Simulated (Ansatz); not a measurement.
`[OH][Hf]([OH])([OH])[SH]` and `[OH][Hf]([OH])([SH])[SH]` differ in one atom or group.

Ansatz, PBE0-D4/def2-TZVP geometries, multiplicity 1. Each molecule was computed in one conformer, which needn't be the lowest.

Elements past krypton have def2 core potentials.

```
                                        property  `[OH][Hf]([OH])([OH])[SH]`
           LUMO energy (ωB97M-V/def2-TZVPP) / eV                        1.01
             LUMO energy (B3LYP/def2-TZVPP) / eV                       -0.47
size of the dipole moment (B3LYP/def2-TZVPP) / D                        3.30
              HOMO energy (PBE0/def2-TZVPP) / eV                       -6.98
  size of the dipole moment (PBE/def2-TZVPP) / D                        3.28
           HOMO–LUMO gap (B3LYP/def2-TZVPP) / eV                        6.24
```

Problem. What does the change do to each property? (An estimate is asked.)

Solution. The calculation gave: 
```tsv
property	`[OH][Hf]([OH])([SH])[SH]`	shift
LUMO energy (ωB97M-V/def2-TZVPP) / eV	0.91	-0.10
LUMO energy (B3LYP/def2-TZVPP) / eV	-0.87	-0.40
size of the dipole moment (B3LYP/def2-TZVPP) / D	3.10	-0.20
HOMO energy (PBE0/def2-TZVPP) / eV	-7.10	-0.12
size of the dipole moment (PBE/def2-TZVPP) / D	3.08	-0.20
HOMO–LUMO gap (B3LYP/def2-TZVPP) / eV	5.97	-0.27
```

With PBE0 the HOMO falls by 0.12 eV and the LUMO falls by 0.51 eV, so the gap narrows by about 0.39 eV. PBE moves the HOMO by -0.16 eV and ωB97M-V by -0.07 eV. Dipoles are sizes alone; their direction can turn.

B3LYP here is the variant with VWN-RPA as its local correlation; programs differ in this.
